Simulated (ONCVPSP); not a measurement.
Building the ONCV potential for gold (Au) (PBE, fully relativistic).

| Property | Result |
| --- | --- |
| Element | Au |
| Generator | ONCVPSP 4.0.1 |
| Type | optimised norm-conserving Vanderbilt (ONCV) |
| Functional | PBE |
| Relativity | fully relativistic |
| Frozen core | [Kr] 4d10 4f14 |
| Valence charge | 19 |
| Reference configuration | 5s2 5p6 5d9.5 (charge +1.5) |
| Partial waves | 5s: rc 1.00 bohr, ncon 4, nbas 7, qcut 7.1 1/bohr, 3 projectors, debl 2 Ha; 5p: rc 1.05 bohr, ncon 4, nbas 8, qcut 8.6 1/bohr, 2 projectors, debl 0.8 Ha; 5d: rc 1.45 bohr, ncon 3, nbas 6, qcut 6.8 1/bohr, 2 projectors, debl 1.9 Ha |
| Local potential | polynomial inside 0.85 bohr (lpopt 2, dvloc0 1 Ha) |
| Core correction | none |

Open shells are filled in proportion to 2j + 1.

In the s channel the program set the typed energies aside and used -4.518, 0.250, 2.250 Ha. In the p channel the program set the typed energies aside and used -2.578, 0.250 Ha (j = l + 1/2; the other j can differ).

All-electron outer shells of the reference configuration (PBE, scalar-relativistic, ld1.x):

| shell | level (eV) | outermost node (bohr) | outermost maximum (bohr) |
| --- | --- | --- | --- |
| 4f | -95.98 | – | 0.37 |
| 5p | -74.62 | 0.52 | 0.96 |
| 5d | -21.15 | 0.56 | 1.21 |

What the tests gave:

```
Cutoffs needed           : 109 Ha and 179 Ha (the cutoffs (Ha) at which the residual kinetic energy of the hardest occupied pseudo-wave falls to 1 and 0.1 mHa per electron)
Ghost test               : no bound ghost flagged; GHOST(+) flagged for s at 344.8 eV
Largest excitation error : +0.5 meV (all-electron minus pseudo) for 5s2 5p6 5d10 6s1, out of 4 test configurations
```

Generation and tests took about 8.8 s on one core of a shared server CPU.
